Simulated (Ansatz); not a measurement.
Species: ZrO₂, charge 0, multiplicity 1. 
Coordinates optimised at B3LYP-D3(BJ)/def2-TZVP (Ansatz, an electronic-structure program):
SMILES: [Zr](=[O])=[O]
```xyz
3

Zr    -0.1854     0.1286    -0.1941
O      1.5626    -0.0948    -0.4148
O     -0.6354    -0.5480     1.3852
```
Charge 0, spin multiplicity 1.

Wanted: atomisation energy (electronic, to ground-state atoms), in kcal/mol. Valence correlation only, unless marked. Open shells are spin-unrestricted. Spin-orbit coupling is left out. Frozen are the shells of the preceding noble gas and the d and f shells that filled before the atom's block. Past Kr the def2 sets carry scalar-relativistic core potentials. STO-3G rows are all-electron and non-relativistic. The coupled-cluster limit lacks core correlation, which all-electron functionals hold. Basis-set limits of correlation are two-point, X^-3; Hartree-Fock from the larger set. The bracket is a focal-point correction in the basis named.

```csv
level,program,atomisation energy (kcal/mol),rough core time
PBE-D4/def2-TZVPD,Ansatz + dftd4,361.0,under 20 s
PBE0/STO-3G,Ansatz,356.5,under 20 s
CAM-B3LYP-D3(BJ)/def2-TZVPD,Ansatz + dftd3,324.5,under 20 s
wB97X-V/def2-TZVPD,Ansatz,329.7,under 20 s
"RI-MP2/CBS(def2-TZVPP,def2-QZVPP)",Ansatz,369.0,under 20 s
"RI-MP2/CBS(def2-TZVPP,def2-QZVPP)+[CCSD(T)-MP2]/def2-SVP",Ansatz,334.4,under 20 s
"CCSD(T)/CBS(def2-TZVPPD,def2-QZVPPD)",Ansatz,330.9,2.5 min
```

Core times are rough, on shared machines, summed over the molecules involved; a dash marks a level read off another run, or run on other hardware, by another program or under a memory cap.

The T1 diagnostic of CCSD in the largest basis is 0.031, which is high, so the coupled-cluster rows are less sure than usual.
